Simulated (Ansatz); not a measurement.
Cost and result for the atomization energy of CH$_{8}$AlFSi$_{2}$, SMILES `F[CH2][Al]([SiH3])[SiH3]` (13 atoms, 12 bonds).

```xyz
13

F     0.353   -1.819   -2.263
C     0.058   -1.905   -0.899
Al   -0.001   -0.116   -0.037
Si    0.434    1.861   -1.428
Si   -0.505   -0.009    2.370
H    -0.898   -2.436   -0.796
H     0.812   -2.554   -0.433
H     1.801    1.795   -2.019
H    -0.541    1.939   -2.553
H     0.336    3.132   -0.656
H     0.612    0.646    3.110
H    -1.728    0.810    2.613
H    -0.731   -1.345    2.991
```

Charge 0, multiplicity 1. All single points use the PBE0-D4/def2-TZVP geometry. It is one conformer, not always the lowest. Program: Ansatz. All runs use 4 threads of an Arm Neoverse V2 on a shared host. Times are those of one run each, without the atoms' runs, and a repeat can differ threefold. Electronic energies, without spin–orbit coupling; frozen cores. CCSD(T)/CBS adds CCSD(T) − MP2 in def2-TZVPP to the MP2 limit, and its time is that of the two runs behind it. T1 = 0.013. B3LYP takes the VWN-RPA correlation (the form of Gaussian; ORCA's B3LYP/G).

CCSD(T)/CBS is a level of theory with its own doubt, some kJ/mol a heavy atom from the limit and from the frozen cores, so smaller differences don't rank the functionals.

```csv
level,functions,wall time
PBE-D4/def2-TZVPP (with forces),300,2.6 s
PBE0-D4/def2-TZVPP,300,3.3 s
r2SCAN-D4/def2-TZVPP (with forces),300,4.7 s
B3LYP-D4/def2-TZVPP (with forces),300,5.5 s
B2PLYP/def2-TZVPP,300,6 s
ωB97X-V/def2-TZVPP,300,8.5 s
ωB97M-V/def2-TZVPP (with forces),300,12 s
MP2/def2-QZVPP,564,27 s
CCSD(T)/def2-TZVPP,300,3.7 min
CCSD(T)/CBS(def2),–,4.1 min
```

**Question.** What atomization energy does each give, and how far from CCSD(T)/CBS? (Estimate.)

**Answer.** Ansatz gave: 
| level | atomization (kJ/mol) | difference from CCSD(T)/CBS | per bond |
| --- | --- | --- | --- |
| PBE-D4/def2-TZVPP (with forces) | 3947.3 | -1.2 | -0.1 |
| PBE0-D4/def2-TZVPP | 3913.4 | -35.1 | -2.9 |
| r2SCAN-D4/def2-TZVPP (with forces) | 3951.2 | 2.7 | 0.2 |
| B3LYP-D4/def2-TZVPP (with forces) | 3937.1 | -11.4 | -0.9 |
| B2PLYP/def2-TZVPP | 3881.9 | -66.6 | -5.6 |
| ωB97X-V/def2-TZVPP | 3977.3 | 28.8 | 2.4 |
| ωB97M-V/def2-TZVPP (with forces) | 3940.5 | -8.0 | -0.7 |
| MP2/def2-QZVPP | 3898.7 | -49.8 | -4.1 |
| CCSD(T)/def2-TZVPP | 3847.7 | -100.8 | -8.4 |
| CCSD(T)/CBS(def2) | 3948.5 | 0.0 | 0.0 |

From PBE to PBE0 (25 % exact exchange), in def2-TZVPP and without D4, the atomization energy moves by −30.6 kJ/mol: exact exchange takes away binding that semilocal exchange gives to molecules. In def2-TZVPP, CCSD(T) changes the Hartree–Fock value by +895.3 kJ/mol (the triples alone add +42.5 kJ/mol) and MP2 by +886.4 kJ/mol; breaking electron pairs costs correlation energy, which Hartree–Fock lacks. The D4 term adds +40.9 kJ/mol with B3LYP and +22.0 kJ/mol with PBE0; it sums over pairs of atoms, weighted by their polarisabilities, and B3LYP, whose exchange is more repulsive, gets the larger term.
